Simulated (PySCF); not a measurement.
Adding and removing an electron: TiBr

r²SCAN; PySCF, no relativity, basis sets Ti def2-TZVPPD, Br def2-TZVPPD. Neutral (UKS): quartet (σ ↑, π ↑, δ ↑), Re = 2.407 Å, ωe = 309 cm⁻¹, HOMO -4.39 eV, LUMO -3.36 eV.

TiBr⁺ (UKS): triplet (σ ↑, δ ↑), Re = 2.286 Å, ωe = 370 cm⁻¹. The energies at the minima are -3423.56411 hartree for TiBr and -3423.31047 for TiBr⁺.

Work out the adiabatic ionisation energy, without and with harmonic zero-point energies (1 hartree = 27.2114 eV, 1 eV = 8065.5 cm⁻¹), and the change of the bond length.

At r²SCAN: 0.25364 hartree = 6.902 eV between the minima; the zero-point term (370.0 − 309.0)/2 cm⁻¹ = +0.004 eV makes it 6.906 eV. Re changes by -12.1 pm against the neutral. The electron leaves a π orbital; in so polar a molecule the change of length follows mostly from the change of the ionic charges.

De is left out where the level can put another filling of the metal’s s and d shells below the measured ground configuration, by anything from nothing to about 1 eV. Spin–orbit coupling is left out. With d or f electrons several states lie close, and the lowest PBE0 determinant need not be the measured ground state.
